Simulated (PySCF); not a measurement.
Stepwise substitution at one centre (Al H-CH3). Isolated molecules, 0 K electronic values unless said otherwise. Strings in code marks are SMILES.

Method: B3LYP-D3(BJ)/def2-TZVP // M06-2X/def2-TZVP run with PySCF. B3LYP has the VWN-RPA correlation part, as in Gaussian. Excitations are Tamm–Dancoff values on a coarser integration grid. The basis has no diffuse functions, so Rydberg states are missing or too high.

```csv
species,dipole moment (D),brightest of the four lowest singlets (TDA) (eV),LUMO (eV),S1 excitation (TDA) (eV)
0 of 3 H replaced by CH3 (`[AlH3]`),0.00,–,-1.97,–
1 of 3 H replaced by CH3 (`[CH3][AlH2]`),0.71,7.40,-1.51,5.17
2 of 3 H replaced by CH3 (`[CH3][AlH][CH3]`),0.62,6.90,-1.04,5.30
3 of 3 H replaced by CH3 (`[CH3][Al]([CH3])[CH3]`),0.00,6.53,-0.57,5.55
```
